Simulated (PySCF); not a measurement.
## Atomic charges against the basis set

Species: C2H6B2ClF.
SMILES with atom numbers: `[CH3:1][BH:2][CH2:3][B:4]([F:5])[Cl:6]` (hydrogens: H7, H8, H9 on C1; H10 on B2; H11, H12 on C3)

PBE0 throughout (PySCF), one geometry, spherical d and f functions. Isolated species at its PBE0-D3(BJ)/def2-SVP geometry (one conformer only). Atoms taken as equivalent share a column and are averaged. The first 7 of 9 kinds of atom are listed.

Mulliken charges (e):

| basis | functions | C1 | B2 | C3 | B4 | F5 | Cl6 | H7/H8/H9 |
| --- | --- | --- | --- | --- | --- | --- | --- | --- |
| STO-3G | 40 | -0.343 | +0.249 | -0.355 | +0.362 | -0.075 | -0.227 | +0.085 |
| 6-31G | 70 | -0.714 | +0.404 | -0.729 | +0.425 | -0.260 | -0.086 | +0.186 |
| pcSseg-0 | 70 | -1.040 | +0.589 | -1.192 | +0.784 | -0.274 | -0.243 | +0.250 |
| 6-31G* | 100 | -0.692 | +0.273 | -0.650 | +0.456 | -0.222 | -0.154 | +0.192 |
| cc-pVDZ | 118 | -0.121 | -0.053 | -0.097 | +0.154 | -0.070 | -0.121 | +0.059 |
| def2-SVP | 118 | -0.158 | -0.015 | -0.164 | +0.155 | -0.074 | -0.111 | +0.065 |
| aug-cc-pVDZ | 196 | +0.578 | -0.306 | +0.692 | +0.766 | -0.394 | -0.318 | -0.259 |
| 6-311+G(2d,p) | 206 | -0.688 | +0.344 | -0.651 | +0.685 | -0.295 | -0.245 | +0.171 |
| def2-TZVP | 228 | -0.429 | +0.031 | -0.306 | +0.327 | -0.207 | -0.143 | +0.142 |
| cc-pVTZ | 268 | -0.355 | +0.061 | -0.270 | +0.265 | -0.160 | -0.117 | +0.111 |
| IGLO-III | 279 | -0.523 | +0.307 | -0.513 | +0.549 | -0.347 | -0.099 | +0.129 |
| pcSseg-2 | 307 | -0.185 | +0.182 | -0.233 | +0.483 | -0.303 | -0.177 | +0.048 |

IAO charges (e):

| basis | functions | C1 | B2 | C3 | B4 | F5 | Cl6 | H7/H8/H9 |
| --- | --- | --- | --- | --- | --- | --- | --- | --- |
| STO-3G | 40 | -0.533 | +0.206 | -0.526 | +0.292 | -0.118 | -0.083 | +0.147 |
| 6-31G | 70 | -0.587 | +0.213 | -0.578 | +0.441 | -0.280 | -0.086 | +0.167 |
| pcSseg-0 | 70 | -0.577 | +0.202 | -0.577 | +0.437 | -0.267 | -0.088 | +0.166 |
| 6-31G* | 100 | -0.570 | +0.224 | -0.576 | +0.486 | -0.290 | -0.102 | +0.160 |
| cc-pVDZ | 118 | -0.569 | +0.215 | -0.576 | +0.482 | -0.289 | -0.099 | +0.160 |
| def2-SVP | 118 | -0.559 | +0.216 | -0.571 | +0.478 | -0.289 | -0.091 | +0.157 |
| aug-cc-pVDZ | 196 | -0.583 | +0.218 | -0.585 | +0.490 | -0.298 | -0.100 | +0.164 |
| 6-311+G(2d,p) | 206 | -0.586 | +0.220 | -0.588 | +0.491 | -0.300 | -0.097 | +0.165 |
| def2-TZVP | 228 | -0.586 | +0.219 | -0.589 | +0.498 | -0.302 | -0.098 | +0.165 |
| cc-pVTZ | 268 | -0.587 | +0.219 | -0.590 | +0.498 | -0.301 | -0.101 | +0.165 |
| IGLO-III | 279 | -0.587 | +0.219 | -0.590 | +0.493 | -0.303 | -0.095 | +0.165 |
| pcSseg-2 | 307 | -0.586 | +0.220 | -0.589 | +0.497 | -0.302 | -0.099 | +0.165 |

Hirshfeld charges (e):

```csv
basis,functions,C1,B2,C3,B4,F5,Cl6,H7/H8/H9
STO-3G,40,-0.109,+0.175,-0.140,+0.259,-0.018,-0.210,+0.023
6-31G,70,-0.174,+0.172,-0.193,+0.235,-0.119,-0.098,+0.045
pcSseg-0,70,-0.180,+0.177,-0.207,+0.234,-0.117,-0.077,+0.045
6-31G*,100,-0.174,+0.170,-0.192,+0.242,-0.112,-0.107,+0.044
cc-pVDZ,118,-0.187,+0.175,-0.212,+0.232,-0.108,-0.081,+0.046
def2-SVP,118,-0.192,+0.176,-0.219,+0.235,-0.118,-0.066,+0.047
aug-cc-pVDZ,196,-0.202,+0.176,-0.225,+0.249,-0.130,-0.066,+0.048
"6-311+G(2d,p)",206,-0.193,+0.176,-0.219,+0.249,-0.136,-0.066,+0.047
def2-TZVP,228,-0.196,+0.175,-0.220,+0.249,-0.132,-0.069,+0.048
cc-pVTZ,268,-0.197,+0.176,-0.220,+0.248,-0.127,-0.074,+0.048
IGLO-III,279,-0.201,+0.175,-0.225,+0.247,-0.136,-0.053,+0.048
pcSseg-2,307,-0.202,+0.176,-0.224,+0.254,-0.134,-0.067,+0.048
```

Some averages cover members that differ in this geometry, most widely: H7/H8/H9, Mulliken in aug-cc-pVDZ -0.299 to -0.202; H7/H8/H9, Mulliken in 6-311+G(2d,p) +0.154 to +0.186; H7/H8/H9, IAO in aug-cc-pVDZ +0.146 to +0.176; H7/H8/H9, IAO in 6-311+G(2d,p) +0.147 to +0.176 e.

Which scheme is steadiest as the basis changes?

Largest range over the bases for any column: Hirshfeld 0.16 e, IAO 0.21 e, Mulliken 1.88 e. Hirshfeld charges move least and Mulliken charges most, counted in e. Without the minimal STO-3G basis the ranges are Hirshfeld 0.05, IAO 0.06, Mulliken 1.88 e.

How much do the charges still move between the two largest bases, IGLO-III and pcSseg-2?

At most, over all atoms: Mulliken 0.338 e, IAO 0.004 e, Hirshfeld 0.014 e.

What do the same runs give for the total energy, the frontier levels and the dipole moment?

```
        basis  energy (Eh)  HOMO (eV)  LUMO (eV)  μ (D)
       STO-3G    -681.3049      -6.88       1.18   1.59
        6-31G    -689.1701      -8.80      -1.50   2.01
     pcSseg-0    -688.2341      -9.02      -1.72   1.88
       6-31G*    -689.2363      -8.66      -1.33   1.59
      cc-pVDZ    -689.2778      -8.69      -1.44   1.55
     def2-SVP    -688.9523      -8.71      -1.45   1.51
  aug-cc-pVDZ    -689.2923      -8.81      -1.61   1.64
6-311+G(2d,p)    -689.3454      -8.84      -1.62   1.67
    def2-TZVP    -689.3655      -8.80      -1.57   1.61
      cc-pVTZ    -689.3657      -8.80      -1.55   1.59
     IGLO-III    -689.3691      -8.81      -1.58   1.59
     pcSseg-2    -689.3752      -8.83      -1.60   1.66
```

The dipole is fixed by the density alone, so its range of 0.50 D shows that the density itself changes with the basis, not only its division among atoms.
